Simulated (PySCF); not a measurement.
**Electron correlation in Fe (iron, neutral)**

[Ar] 3d6 4s2, high-spin 5D determinant. All numbers are calculated (PySCF 2.14, scalar relativity by spin-free X2C-1e, in ANO-RCC-VTZP (6s5p3d2f1g, 59 functions)). Frozen: [Ar]; 8 electrons correlated.

| level | correlation energy (mhartree) |
| --- | --- |
| CCSD | -189.69 |
| (T) | -5.98 |
| CCSD(T) | -195.67 |

Diagnostics: T1 = 0.021, D1 = 0.0652, largest double amplitude 0.119.

Cost of the coupled-cluster step: about 8 core-seconds, for 8 correlated electrons.
